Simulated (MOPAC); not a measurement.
Input for MOPAC: PM6 on GaH5Si (SMILES [SiH3][GaH2]), a point of a bond scan (R = 2.008 Å).

```
PM6 1SCF PRECISE CHARGE=0 THREADS=1
GaH5Si

Ga     0.02140487 1    -0.38021066 1    -0.73000771 1
H     -1.28898464 1    -0.51608025 1    -1.59458557 1
H      1.35851094 1    -0.96271666 1    -1.32506357 1
Si    -0.03927517 1     0.73299862 1     1.42129057 1
H     -0.05173671 1     2.71935479 1     1.12446654 1
H      1.13421429 1     0.41105666 1     2.27100573 1
H     -1.26893307 1     0.38791648 1     2.17939368 1
```

The log:

```
*******************************************************************************
 **                                                                           **
 **                              MOPAC v23.2.5                                **
 **                                                                           **
 *******************************************************************************
 ** MOPAC's Digital Object Identifier: https://doi.org/10.5281/zenodo.6511958 **
 **                                                                           **
 ** Please cite the open-source release paper for use of this MOPAC version:  **
 ** J. E. Moussa and J. J. P. Stewart (2026)                                  **
 ** MOPAC: An open-source semiempirical molecular orbital program             **
 ** J. Open Source Softw., 11(119), 8025, https://doi.org/10.21105/joss.08025 **
 *******************************************************************************

                              PM6 CALCULATION RESULTS

 *******************************************************************************
 *  PM6        - The PM6 Hamiltonian to be used
 *
 *
 *
 *                 CHARGE ON SYSTEM = 0
 *
 *
 *
 *  PRECISE    - TIGHTER CRITERIA TO BE USED
 *  1SCF       - DO 1 SCF AND THEN STOP
 *  THREADS=1  - MULTI-THREADING NOT USED
 *  T=         - A TIME OF 172800.0 SECONDS REQUESTED
 *  DUMP=N     - RESTART FILE WRITTEN EVERY 7200.0 SECONDS REQUESTED
 *******************************************************************************
PM6 1SCF PRECISE CHARGE=0 THREADS=1
 GaH5Si

   ATOM   CHEMICAL          X               Y               Z
  NUMBER   SYMBOL      (ANGSTROMS)     (ANGSTROMS)     (ANGSTROMS)

     1      Ga          0.02140487  *  -0.38021066  *  -0.73000771  *
     2       H         -1.28898464  *  -0.51608025  *  -1.59458557  *
     3       H          1.35851094  *  -0.96271666  *  -1.32506357  *
     4      Si         -0.03927517  *   0.73299862  *   1.42129057  *
     5       H         -0.05173671  *   2.71935479  *   1.12446654  *
     6       H          1.13421429  *   0.41105666  *   2.27100573  *
     7       H         -1.26893307  *   0.38791648  *   2.17939368  *



          CARTESIAN COORDINATES

    NO.       ATOM           X           Y           Z

     1        Ga          0.0214     -0.3802     -0.7300
     2         H         -1.2890     -0.5161     -1.5946
     3         H          1.3585     -0.9627     -1.3251
     4        Si         -0.0393      0.7330      1.4213
     5         H         -0.0517      2.7194      1.1245
     6         H          1.1342      0.4111      2.2710
     7         H         -1.2689      0.3879      2.1794

 General Reference for PM6:
 "Optimization of Parameters for Semiempirical Methods V: Modification of NDDO Approximations
 and Application to 70 Elements", J. J. P. Stewart, J. Mol. Mod., 13, 1173-1213 (2007)
 URL: https://link.springer.com/article/10.1007/s00894-007-0233-4

           Empirical Formula: H5 Ga Si  =     7 atoms



      MOLECULAR POINT GROUP   :   C1


      RHF CALCULATION, NO. OF DOUBLY OCCUPIED LEVELS = 6


 -------------------------------------------------------------------------------
 PM6 1SCF PRECISE CHARGE=0 THREADS=1
 GaH5Si



     1SCF WAS SPECIFIED, SO BFGS WAS NOT USED
     SCF FIELD WAS ACHIEVED


                              PM6 CALCULATION
                                                       MOPAC v23.2.5 Linux




          FINAL HEAT OF FORMATION =         16.32635 KCAL/MOL =      68.30944 KJ/MOL


          COSMO AREA              =        113.20 SQUARE ANGSTROMS
          COSMO VOLUME            =        100.16 CUBIC ANGSTROMS

          IONIZATION POTENTIAL    =          9.886055 EV
          HOMO LUMO ENERGIES (EV) =         -9.886 -1.073
          NO. OF FILLED LEVELS    =          6
          MOLECULAR WEIGHT        =        102.8600         POINT GROUP:  C1

          MOLECULAR DIMENSIONS (Angstroms)

            Atom       Atom       Distance
            H     6    H     2     4.65556
            H     3    H     7     4.21051
            H     3    H     5     2.64768


          SCF CALCULATIONS        =          1





   ATOM   CHEMICAL          X               Y               Z
  NUMBER   SYMBOL      (ANGSTROMS)     (ANGSTROMS)     (ANGSTROMS)

     1      Ga          0.02140487  *  -0.38021066  *  -0.73000771  *
     2       H         -1.28898464  *  -0.51608025  *  -1.59458557  *
     3       H          1.35851094  *  -0.96271666  *  -1.32506357  *
     4      Si         -0.03927517  *   0.73299862  *   1.42129057  *
     5       H         -0.05173671  *   2.71935479  *   1.12446654  *
     6       H          1.13421429  *   0.41105666  *   2.27100573  *
     7       H         -1.26893307  *   0.38791648  *   2.17939368  *

                             CARTESIAN COORDINATES

   1   Ga        0.021404870    -0.380210660    -0.730007710
   2    H       -1.288984640    -0.516080250    -1.594585570
   3    H        1.358510940    -0.962716660    -1.325063570
   4   Si       -0.039275170     0.732998620     1.421290570
   5    H       -0.051736710     2.719354790     1.124466540
   6    H        1.134214290     0.411056660     2.271005730
   7    H       -1.268933070     0.387916480     2.179393680


           Empirical Formula: H5 Ga Si  =     7 atoms



      MOLECULAR POINT GROUP   :   C1


                  EIGENVALUES
 -18.90291 -17.14441 -12.48628 -11.46315 -10.60470  -9.88605  -1.07305   0.33095
   0.91965   1.02677   1.29714   1.89480   2.05206   2.87833   3.78846   4.11072
   4.29598   4.56490


              NET ATOMIC CHARGES AND DIPOLE CONTRIBUTIONS

  ATOM NO.   TYPE          CHARGE      No. of ELECS.   s-Pop       p-Pop       d-Pop
    1         Ga          -0.508092        3.5081     1.37504     2.13305
    2          H           0.152980        0.8470     0.84702
    3          H           0.153412        0.8466     0.84659
    4         Si           0.100884        3.8991     1.30902     2.25552     0.33457
    5          H           0.058175        0.9418     0.94183
    6          H           0.020665        0.9793     0.97934
    7          H           0.021977        0.9780     0.97802
 DIPOLE           X         Y         Z       TOTAL
 POINT-CHG.    -0.053     1.036     1.092     1.506
 HYBRID         0.041    -0.654    -0.880     1.097
 SUM           -0.012     0.382     0.212     0.437


          ATOMIC ORBITAL ELECTRON POPULATIONS

     Atom    s        px        py        pz      x^2-y^2     xz        z^2       yz        xy
    1 Ga   1.37504   1.02152   0.25141   0.86012
    2  H   0.84702
    3  H   0.84659
    4 Si   1.30902   0.76368   0.80666   0.68519   0.10112   0.14405   0.03570   0.03386   0.01985
    5  H   0.94183
    6  H   0.97934
    7  H   0.97802

 **********************
 *                    *
 * JOB ENDED NORMALLY *
 *                    *
 **********************




 == MOPAC DONE ==
```

The run finished.

Cost: about 0.03 core-seconds (a rough figure).
